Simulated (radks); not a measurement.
The technetium ion Tc4+, 39 electrons, occupied as [Ar] 3d10 4p6 4d3 4f2 (not the ground configuration).

Calculated with a radial shooting solver on a logarithmic mesh with Libxc functionals: Dirac Kohn-Sham, BLYP, spin-unpolarised, spherical densities, finite nucleus; open shells fill j = l - 1/2 first; Fermi nuclear charge, rms radius 4.4112 fm.

Energy parts (hartree):
part                        energy
total                  -4275.60384
kinetic                 4441.27632
electron-nucleus      -10241.53315
Hartree                 1651.27453
exchange-correlation    -126.62154

Orbitals (lengths in bohr, moments of r in powers of bohr; r(90%) holds 90 % of the orbital's charge):
| orbital | occ. | eigenvalue (hartree) | r(90%) | small-component weight |
|---|---|---|---|---|
| 1s1/2 | 2 | -769.2464 | 0.0614 | 2.46e-02 |
| 2s1/2 | 2 | -111.8972 | 0.231 | 5.07e-03 |
| 2p1/2 | 2 | -103.4018 | 0.208 | 5.08e-03 |
| 2p3/2 | 4 | -99.05173 | 0.214 | 4.91e-03 |
| 3s1/2 | 2 | -21.50487 | 0.612 | 1.37e-03 |
| 3p1/2 | 2 | -18.23916 | 0.617 | 1.32e-03 |
| 3p3/2 | 4 | -17.50889 | 0.632 | 1.27e-03 |
| 3d3/2 | 4 | -11.72993 | 0.630 | 1.16e-03 |
| 3d5/2 | 6 | -11.58910 | 0.635 | 1.15e-03 |
| 4p1/2 | 2 | -3.87068 | 1.59 | 3.08e-04 |
| 4p3/2 | 4 | -3.74601 | 1.63 | 2.97e-04 |
| 4d3/2 | 3 | -2.18965 | 2.01 | 2.09e-04 |
| 4d5/2 | 0 | -2.17242 | 2.03 | 2.07e-04 |
| 4f5/2 | 2 | -0.84540 | 3.73 | 6.21e-05 |
| 4f7/2 | 0 | -0.84495 | 3.74 | 6.19e-05 |

The highest occupied level is 4f5/2 at -23.004 eV. The configuration is held as typed, so some empty levels lie below it. The electron density at the nucleus is 9.988e+04 e/bohr^3.
